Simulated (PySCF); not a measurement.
(trifluorovinyl)benzene, C8H5F3.
Bonds: F1–C2, C2–F3, C2–C4 (double), C4–F5, C4–C6, C6–C7 (aromatic), C7–C8 (aromatic), C8–C9 (aromatic), C9–C10 (aromatic), C10–C11 (aromatic), C6–C11 (aromatic). Hydrogens: H12 on C7; H13 on C8; H14 on C9; H15 on C10; H16 on C11.

The same species was optimised twice, with GFN2-xTB and with PBE0-D3(BJ)/def2-SVP (PySCF), and the same property calculations (PySCF, gas phase) were run on both structures.

```
     coordinate  GFN2-xTB  PBE0-D3(BJ)/def2-SVP  change
      F1–C2 (Å)     1.327                 1.306  -0.021
      C2–F3 (Å)     1.327                 1.310  -0.017
      C4–F5 (Å)     1.353                 1.340  -0.013
      C7–C8 (Å)     1.381                 1.391  +0.010
     C6–C11 (Å)     1.397                 1.406  +0.009
     C9–C10 (Å)     1.386                 1.395  +0.009
    C10–C11 (Å)     1.382                 1.390  +0.008
      C8–C9 (Å)     1.385                 1.393  +0.008
      C6–C7 (Å)     1.397                 1.404  +0.007
      C2=C4 (Å)     1.336                 1.340  +0.004
      C4–C6 (Å)     1.458                 1.462  +0.004
   F1–C2–F3 (°)     110.1                 112.0    +1.9
   F3–C2–C4 (°)     125.9                 124.5    -1.4
  C4–C6–C11 (°)     122.5                 123.6    +1.1
   C4–C6–C7 (°)     118.4                 117.6    -0.8
   C2–C4–C6 (°)     129.7                 129.1    -0.6
   F1–C2–C4 (°)     124.0                 123.5    -0.5
   C2–C4–F5 (°)     114.8                 115.1    +0.3
  C7–C6–C11 (°)     119.1                 118.8    -0.3
C2–C4–C6–C7 (°)      -179                  -178      +1
```

Rotational constants: A = 2449, B = 704.1, C = 546.9 MHz (GFN2-xTB) against A = 2456, B = 703.5, C = 546.9 MHz (PBE0-D3(BJ)/def2-SVP).

On the GFN2-xTB structure: HOMO (eV) -6.78 [PBE0/pcSseg-1]; LUMO (eV) -1.25 [PBE0/pcSseg-1]; dipole (D) 2.03 [PBE0/pcSseg-1]; GIAO shielding of F1 (ppm) 268.8 [PBE0/pcSseg-1]; GIAO shielding of C2 (ppm) 16.8 [PBE0/pcSseg-1]; GIAO shielding of F3 (ppm) 285.1 [PBE0/pcSseg-1]; GIAO shielding of C4 (ppm) 47.8 [PBE0/pcSseg-1]; GIAO shielding of F5 (ppm) 372.1 [PBE0/pcSseg-1]; GIAO shielding of C6 (ppm) 54.1 [PBE0/pcSseg-1]; GIAO shielding of C7/C11 (mean) (ppm) 58.0 [PBE0/pcSseg-1]; GIAO shielding of C8/C10 (mean) (ppm) 52.3 [PBE0/pcSseg-1].

Task: What do these properties become on the PBE0-D3(BJ)/def2-SVP structure?

Result: 
```json
{"property": "HOMO (eV)", "level": "PBE0/pcSseg-1", "on GFN2-xTB": "-6.78", "on PBE0-D3(BJ)/def2-SVP": "-6.68", "change": "+0.10"}
{"property": "LUMO (eV)", "level": "PBE0/pcSseg-1", "on GFN2-xTB": "-1.25", "on PBE0-D3(BJ)/def2-SVP": "-1.21", "change": "+0.04"}
{"property": "dipole (D)", "level": "PBE0/pcSseg-1", "on GFN2-xTB": "2.03", "on PBE0-D3(BJ)/def2-SVP": "1.74", "change": "-0.29"}
{"property": "energy, GFN2-xTB geometry as zero (kcal/mol)", "level": "PBE0/pcSseg-1", "on GFN2-xTB": "0.0", "on PBE0-D3(BJ)/def2-SVP": "-0.3", "change": "-0.3"}
{"property": "GIAO shielding of F1 (ppm)", "level": "PBE0/pcSseg-1", "on GFN2-xTB": "268.8", "on PBE0-D3(BJ)/def2-SVP": "275.4", "change": "+6.6"}
{"property": "GIAO shielding of C2 (ppm)", "level": "PBE0/pcSseg-1", "on GFN2-xTB": "16.8", "on PBE0-D3(BJ)/def2-SVP": "20.6", "change": "+3.8"}
{"property": "GIAO shielding of F3 (ppm)", "level": "PBE0/pcSseg-1", "on GFN2-xTB": "285.1", "on PBE0-D3(BJ)/def2-SVP": "290.8", "change": "+5.7"}
{"property": "GIAO shielding of C4 (ppm)", "level": "PBE0/pcSseg-1", "on GFN2-xTB": "47.8", "on PBE0-D3(BJ)/def2-SVP": "49.6", "change": "+1.8"}
{"property": "GIAO shielding of F5 (ppm)", "level": "PBE0/pcSseg-1", "on GFN2-xTB": "372.1", "on PBE0-D3(BJ)/def2-SVP": "375.1", "change": "+3.0"}
{"property": "GIAO shielding of C6 (ppm)", "level": "PBE0/pcSseg-1", "on GFN2-xTB": "54.1", "on PBE0-D3(BJ)/def2-SVP": "51.7", "change": "-2.4"}
{"property": "GIAO shielding of C7/C11 (mean) (ppm)", "level": "PBE0/pcSseg-1", "on GFN2-xTB": "58.0", "on PBE0-D3(BJ)/def2-SVP": "56.1", "change": "-1.9"}
{"property": "GIAO shielding of C8/C10 (mean) (ppm)", "level": "PBE0/pcSseg-1", "on GFN2-xTB": "52.3", "on PBE0-D3(BJ)/def2-SVP": "50.1", "change": "-2.2"}
```

The heavy atoms differ by 0.020 Å rms after alignment. Among bonds between heavy atoms F1–C2 changes most (-0.021 Å). Changes are differences of the printed values. Neither structure is proved a minimum here.

Shape of the structure used: `[F:1][C:2]([F:3])=[C:4]([F:5])[c:6]1[cH:7][cH:8][cH:9][cH:10][cH:11]1`: C2–C4–C6–C7 -178°.
